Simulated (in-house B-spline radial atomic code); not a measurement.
Values are calculated unless marked as measured or tabulated.
# C6 from the polarisability at imaginary frequency: Pb V (Pb4+)

OLYP linear response of the closed shell [Xe] 4f14 5d10, from an all-electron radial atomic-structure program (B-spline basis); scalar-relativistic (spin-free one-electron X2C), finite nucleus, no spin-orbit coupling; shells from n = 3 respond.

The dispersion coefficient of two like species is C6 = (3/π) ∫ α(iu)² du from 0 to ∞.

| u (hartree) | α(iu) (bohr³) |
| --- | --- |
| 0 | 3.801 |
| 0.335 | 3.628 |
| 0.783 | 3.078 |
| 1.34 | 2.376 |
| 2.24 | 1.569 |
| 3.35 | 1.005 |
| 5.03 | 0.5884 |
| 7.83 | 0.3117 |
| 11.2 | 0.1839 |
| 16.8 | 0.1005 |
| 28 | 0.04581 |
| 55.9 | 0.01478 |

(1) Fit one oscillator, α(iu) = α(0)/(1 + u²/ω²), through u = 3.35 and estimate C6.

(2) How does that compare with the full integral?

## Answers

(1) From α(0)/α(iu) − 1 = 3.801/1.005 − 1 = 2.7821, ω = u/√2.7821 = 2.0084 hartree (54.7 eV). London's formula gives C6 = (3/4) α(0)² ω = 0.75 × 3.801² × 2.0084 = 21.76 hartree·bohr⁶, and the oscillator holds f = α(0) ω² = 15.33 electrons, of a sum of oscillator strengths of 71.6.

(2) The program's quadrature over all excitations gives C6 = 20.11, so the single oscillator is off by +8.2 %. At the last point the fit gives α = 0.0049 against 0.0148: higher excitations, and deeper shells where there are any, keep the true curve higher at large u.
